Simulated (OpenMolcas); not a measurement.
## Levels of Ne4+ by method

```json
{
 "Program": "OpenMolcas",
 "Basis": "ANO-RCC-VQZP [5s4p3d2f1g]",
 "Scalar Hamiltonian": "DKH2, point nucleus",
 "Active space": "4 electrons in 4 orbitals (2s 2p)",
 "State averaging": "2S+1 = 3 even, 3 roots; 2S+1 = 1 even, 6 roots; 2S+1 = 5 odd, 1 root; 2S+1 = 3 odd, 9 roots; 2S+1 = 1 odd, 8 roots",
 "Spin-orbit coupling": "RASSI with atomic mean-field integrals over the reference wave functions, term energies averaged over their components"
}
```

Methods on the same reference wave functions:
A. CASSCF
B. SS-CASPT2, IPEA 0.25 Eh, imaginary shift 0.1 Eh (closed shells correlated: 1s)

Energies in cm-1 above 2s2 2p2 3P0, the measured ground level; measured values from NIST levels in Podobedova, Fuhr, Reader and Wiese, J. Phys. Chem. Ref. Data 33, 525 (2004).

| Level | A | B | Measured |
| --- | --- | --- | --- |
| 2s2 2p2 3P0 | 0.0 | 0.0 | 0.0 |
| 2s2 2p2 3P1 | 392 | 392 | 412 |
| 2s2 2p2 3P2 | 1130 | 1129 | 1110 |
| 2s2 2p2 1D2 | 32966 | 30440 | 30292 |
| 2s2 2p2 1S0 | 61074 | 63550 | 63914 |
| 2s 2p3 5S* 2 | 76591 | 86760 |  |
| 2s 2p3 3D* 2 | 179158 | 174580 | 175905 |
| 2s 2p3 3D* 1 | 179161 | 174580 | 175927 |
| 2s 2p3 3D* 3 | 179172 | 174600 | 175834 |
| 2s 2p3 3P* 0 | 210910 | 207670 | 208193 |
| 2s 2p3 3P* 1 | 210915 | 207680 |  |
| 2s 2p3 3P* 2 | 210924 | 207680 |  |
| 2s 2p3 1D* 2 | 286152 | 271040 | 270564 |
| 2s 2p3 3S* 1 | 293206 | 279990 |  |
| 2s 2p3 1P* 1 | 317703 | 303870 |  |

Deviations, from unrounded energies. A percentage is the sum of absolute deviations over the sum of measured energies, with the sign that they share, or ± where signs differ.

```tsv
Against measurement	Levels	A	B
mean absolute deviation (cm-1)	9	3700	610
fine structure of the ground term (%)	2	±2.7	±2.6
other terms of the ground configuration (%)	2	±5.9	±0.5
other configurations (%)	5	+2.8	±0.5
```

B lies closest to measurement on these levels. The largest miss of B in the table is 2s 2p3 3D* 1, by -1300 cm-1. The ranking rests on the paired levels alone, and a cruder setting can come out closer through cancelling errors.

From A to B the spin-free energies of the other terms of 2s2 2p2 shown, above 3P, scale by factors of 0.92 to 1.04.

The lowest spin-free term lies below A's lowest term by 0.099 hartree in B.

CASPT2 breaks the degeneracy within a term, and the mean is taken; among the terms shown or strongly mixed into the levels shown the widest spread is 99 cm-1 (2s 2p3 1D*, B). Computed and measured levels are paired by configuration, term and J; levels that our copy of the source lacks, or whose pairing is in doubt (as where it misses far off the trend of its configuration), stay unpaired and out of the deviations. Levels of configurations outside the active space are missing.

* marks odd parity.
